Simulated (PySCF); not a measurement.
AsF3H2Si, SMILES [AsH2][Si](F)(F)F.

The structure is a stationary point at B3LYP-D3(BJ)/def2-SVP.

Two levels are set side by side: PBE/def2-TZVP (PySCF) and PBE0/def2-TZVP (PySCF). Same geometry, gas phase. Differences are taken from unrounded values.

```
quantity                      PBE0
---------------------------  -----
orbital gap (eV)              8.24
highest occupied level (eV)  -8.54
lowest empty level (eV)      -0.30
dipole moment (D)             2.20
mean polarisability (bohr³)   52.3
```

### Question
What does PBE give, and how far is it from PBE0? (The exact figures need the calculation; the answer reports its results.)

### Answer

| quantity | PBE | PBE minus PBE0 |
|---|---|---|
| orbital gap (eV) | 6.24 | -2.00 |
| highest occupied level (eV) | -7.38 | 1.16 |
| lowest empty level (eV) | -1.15 | -0.84 |
| dipole moment (D) | 2.08 | -0.12 |
| mean polarisability (bohr³) | 54.2 | 2.0 |

PBE's occupied levels lie high since its potential decays too fast outside the molecule; exact exchange lowers them and widens the gap. PBE's more diffuse valence density responds more strongly to a field. Differences between two approximate levels are no errors against the true value.

Rough cost on one machine, each run with all the roots and properties that it gave: PBE0 against PBE within a factor of 2.
